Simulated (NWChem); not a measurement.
# hydrogen telluride (H₂Te) in NWChem

```xyz
3

Te     0.0000     0.0000     0.0441
H     -1.1845     0.0000    -1.1474
H      1.1845     0.0000    -1.1474
```
Charge 0, spin multiplicity 1.

The numbers come from NWChem runs, not from measurements. All single points use one geometry, from PBE/def2-SVP with def2 effective core potentials on Te, a minimum by its harmonic frequencies.

The field's frequency is 0.0773 Ha (589 nm).

Effective core potentials replace the inner electrons of Te; spin-orbit coupling is left out.

Q: Give the polarisability tensor in bohr³ at PBE/def2-SVPD with def2 effective core potentials on Te, in the frame of the coordinates, and its isotropic mean.

A: 
```
46.57   0.00   0.00
 0.00  51.36   0.00
 0.00   0.00  47.05
```
Mean (one third of the trace): 48.33 bohr³.
